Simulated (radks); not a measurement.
Q: Li2+, configuration 1s1. All-electron calculation, Dirac Kohn-Sham, LDA (Slater exchange, Perdew-Zunger correlation), spin-unpolarised, spherical densities, point nucleus. Program: a radial shooting solver on a logarithmic mesh with Libxc functionals. Some entries of the table are withheld. Estimate them.

| orbital | occ. | eigenvalue (eV) | <1/r> (bohr^-1) | <r^2> (bohr^2) |
|---|---|---|---|---|
| 1s1/2 | 1 | -97.4293 | (1) | (2) |
| 2s1/2 | 0 | (3) | (4) | (5) |
| 2p1/2 | 0 | -16.8818 | 0.6307 | (6) |
| 2p3/2 | 0 | -16.8796 | 0.6306 | (7) |

A: 
(1) 1s1/2 <1/r> (bohr^-1): 2.909
(2) 1s1/2 <r^2> (bohr^2): 0.3636
(3) 2s1/2 eigenvalue (eV): -18.2047
(4) 2s1/2 <1/r> (bohr^-1): 0.6423
(5) 2s1/2 <r^2> (bohr^2): 6.260
(6) 2p1/2 <r^2> (bohr^2): 4.941
(7) 2p3/2 <r^2> (bohr^2): 4.943
